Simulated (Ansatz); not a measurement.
One change: `O[SiH2]OBF` becomes `FBO[SiH2][SiH3]`.

Ansatz, PBE0-D4/def2-TZVP geometries, multiplicity 1. Each molecule was computed in one conformer, which needn't be the lowest.

```csv
property,`O[SiH2]OBF`
LUMO energy (PBE0/def2-TZVPP) / eV,0.07
HOMO energy (PBE0/def2-TZVPP) / eV,-9.24
size of the dipole moment (ωB97M-V/def2-TZVPP) / D,2.18
HOMO–LUMO gap (ωB97M-V/def2-TZVPP) / eV,13.18
HOMO energy (PBE/def2-TZVPP) / eV,-7.79
HOMO–LUMO gap (PBE/def2-TZVPP) / eV,6.91
```

(1) Give the same properties after the change, and the shifts. (An estimate is asked.)

Results:

(1) Computed: 
| property | `FBO[SiH2][SiH3]` | shift |
| --- | --- | --- |
| LUMO energy (PBE0/def2-TZVPP) / eV | -0.39 | -0.46 |
| HOMO energy (PBE0/def2-TZVPP) / eV | -8.24 | 1.00 |
| size of the dipole moment (ωB97M-V/def2-TZVPP) / D | 0.74 | -1.44 |
| HOMO–LUMO gap (ωB97M-V/def2-TZVPP) / eV | 11.68 | -1.50 |
| HOMO energy (PBE/def2-TZVPP) / eV | -7.06 | 0.73 |
| HOMO–LUMO gap (PBE/def2-TZVPP) / eV | 5.80 | -1.11 |

With PBE0 the HOMO rises by 1.00 eV and the LUMO falls by 0.46 eV, so the gap narrows by about 1.46 eV. PBE moves the HOMO by 0.73 eV and ωB97M-V by 1.22 eV. Dipoles are sizes alone; their direction can turn.
